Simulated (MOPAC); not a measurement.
MOPAC input (AM1):

```
AM1 1SCF UHF MS=0.5 GEO-OK AUX(PRECISION=9) THREADS=1
C4H9O

C    -1.58722249 1   -0.80952914 1   -0.38908962 1
C    -0.48787175 1    0.05899575 1    0.21979378 1
C    -0.42384481 1    1.43919865 1   -0.42801241 1
C     0.86316285 1   -0.65570489 1    0.11768014 1
O     1.92475347 1   -0.02209898 1    0.68583766 1
H    -2.56300861 1   -0.33247512 1   -0.28641935 1
H    -1.64188098 1   -1.78829026 1    0.09315440 1
H    -1.40967196 1   -0.97163039 1   -1.45621544 1
H    -0.69486554 1    0.18551367 1    1.28812278 1
H    -0.25903882 1    1.35279358 1   -1.50626041 1
H     0.39196110 1    2.02755006 1   -0.00737432 1
H    -1.35544788 1    1.98720571 1   -0.27682986 1
H     0.80810495 1   -1.69410506 1    0.49404897 1
H     1.14047726 1   -0.78753250 1   -0.95115926 1
```

From the output:

```
                                                       MOPAC v23.2.5 Linux

          FINAL HEAT OF FORMATION =        -24.38022 KCAL/MOL =    -102.00685 KJ/MOL

          COSMO AREA              =        121.40 SQUARE ANGSTROMS
          COSMO VOLUME            =        110.38 CUBIC ANGSTROMS

          IONIZATION POTENTIAL    =         10.680805 EV
          ALPHA SOMO LUMO (EV)    =        -11.044  3.364
          BETA  SOMO LUMO (EV)    =        -10.681 -0.425
          NO. OF ALPHA ELECTRONS  =         16
          NO. OF BETA  ELECTRONS  =         15
          MOLECULAR WEIGHT        =         73.1145         POINT GROUP:  C1

          MOLECULAR DIMENSIONS (Angstroms)

            Atom       Atom       Distance
            H     6    O     5     4.60235
            H    13    H    12     3.83791
            H    10    H     9     2.72447

          SCF CALCULATIONS        =          1

   ATOM   CHEMICAL          X               Y               Z
  NUMBER   SYMBOL      (ANGSTROMS)     (ANGSTROMS)     (ANGSTROMS)

     1       C         -1.58722249  *  -0.80952914  *  -0.38908962  *
     2       C         -0.48787175  *   0.05899575  *   0.21979378  *
     3       C         -0.42384481  *   1.43919865  *  -0.42801241  *
     4       C          0.86316285  *  -0.65570489  *   0.11768014  *
     5       O          1.92475347  *  -0.02209898  *   0.68583766  *
     6       H         -2.56300861  *  -0.33247512  *  -0.28641935  *
     7       H         -1.64188098  *  -1.78829026  *   0.09315440  *
     8       H         -1.40967196  *  -0.97163039  *  -1.45621544  *
     9       H         -0.69486554  *   0.18551367  *   1.28812278  *
    10       H         -0.25903882  *   1.35279358  *  -1.50626041  *
    11       H          0.39196110  *   2.02755006  *  -0.00737432  *
    12       H         -1.35544788  *   1.98720571  *  -0.27682986  *
    13       H          0.80810495  *  -1.69410506  *   0.49404897  *
    14       H          1.14047726  *  -0.78753250  *  -0.95115926  *

                             CARTESIAN COORDINATES

   1    C       -1.587222490    -0.809529140    -0.389089620
   2    C       -0.487871750     0.058995750     0.219793780
   3    C       -0.423844810     1.439198650    -0.428012410
   4    C        0.863162850    -0.655704890     0.117680140
   5    O        1.924753470    -0.022098980     0.685837660
   6    H       -2.563008610    -0.332475120    -0.286419350
   7    H       -1.641880980    -1.788290260     0.093154400
   8    H       -1.409671960    -0.971630390    -1.456215440
   9    H       -0.694865540     0.185513670     1.288122780
  10    H       -0.259038820     1.352793580    -1.506260410
  11    H        0.391961100     2.027550060    -0.007374320
  12    H       -1.355447880     1.987205710    -0.276829860
  13    H        0.808104950    -1.694105060     0.494048970
  14    H        1.140477260    -0.787532500    -0.951159260

           Empirical Formula: C4 H9 O  =    14 atoms

      MOLECULAR POINT GROUP   :   C1

          ALPHA EIGENVALUES
 -39.00126 -35.35230 -28.35391 -26.72706 -21.46711 -17.23036 -16.57110 -16.02948
 -15.09361 -13.79469 -13.31954 -13.20596 -12.37671 -12.12159 -11.44210 -11.04402
   3.36441   3.62289   3.84435   4.01661   4.16864   4.47674   4.50360   4.75124
   4.85862   4.91453   5.00200   5.21611   5.30095

           BETA EIGENVALUES
 -37.96537 -34.02871 -28.35142 -25.92415 -21.27636 -16.56984 -16.06368 -15.64319
 -14.14193 -13.58242 -13.18466 -13.07654 -12.25115 -11.78858 -10.68081  -0.42525
   3.50078   3.70072   3.89271   4.15351   4.26726   4.48353   4.52278   4.77619
   4.87304   4.99035   5.08030   5.25057   5.48270

              NET ATOMIC CHARGES AND DIPOLE CONTRIBUTIONS

  ATOM NO.   TYPE          CHARGE      No. of ELECS.   s-Pop       p-Pop
    1          C          -0.206146        4.2061     1.21685     2.98929
    2          C          -0.136036        4.1360     1.21371     2.92232
    3          C          -0.203170        4.2032     1.21624     2.98693
    4          C          -0.055706        4.0557     1.22203     2.83368
    5          O          -0.181133        6.1811     1.93672     4.24441
    6          H           0.078961        0.9210     0.92104
    7          H           0.072178        0.9278     0.92782
    8          H           0.070263        0.9297     0.92974
    9          H           0.095952        0.9040     0.90405
   10          H           0.068302        0.9317     0.93170
   11          H           0.087034        0.9130     0.91297
   12          H           0.074350        0.9256     0.92565
   13          H           0.109618        0.8904     0.89038
   14          H           0.125532        0.8745     0.87447
 DIPOLE           X         Y         Z       TOTAL
 POINT-CHG.    -1.231    -0.801    -0.852     1.698
 HYBRID        -0.205    -0.149    -0.134     0.287
 SUM           -1.436    -0.950    -0.987     1.984

          ATOMIC ORBITAL ELECTRON POPULATIONS

     Atom    s        px        py        pz
    1  C   1.21685   0.98543   0.99498   1.00888
    2  C   1.21371   0.94527   0.95863   1.01843
    3  C   1.21624   1.02736   0.95417   1.00539
    4  C   1.22203   0.89508   0.95946   0.97913
    5  O   1.93672   1.40544   1.69994   1.13903
    6  H   0.92104
    7  H   0.92782
    8  H   0.92974
    9  H   0.90405
   10  H   0.93170
   11  H   0.91297
   12  H   0.92565
   13  H   0.89038
   14  H   0.87447

                    (SZ)    =    0.500000
                    (S**2)  =    0.755536

          ATOMIC ORBITAL SPIN POPULATIONS

    Atom   Total    s     px     py     pz
         Atomic
    1  C -0.0011 -0.000 -0.001 -0.000 -0.000
    2  C  0.0035  0.000  0.002  0.001  0.001
    3  C -0.0008 -0.000 -0.000 -0.000 -0.000
    4  C -0.0817 -0.011 -0.017 -0.022 -0.031
    5  O  0.8973  0.007  0.069  0.111  0.711
    6  H  0.0001  0.000
    7  H  0.0001  0.000
    8  H  0.0001  0.000
    9  H -0.0005 -0.000
   10  H  0.0000  0.000
   11  H  0.0001  0.000
   12  H  0.0000  0.000
   13  H  0.0707  0.071
   14  H  0.1121  0.112

 **********************
 *                    *
 * JOB ENDED NORMALLY *
 *                    *
 **********************

 == MOPAC DONE ==
```

The geometry given is a B3LYP-D3(BJ)/def2-TZVP minimum.
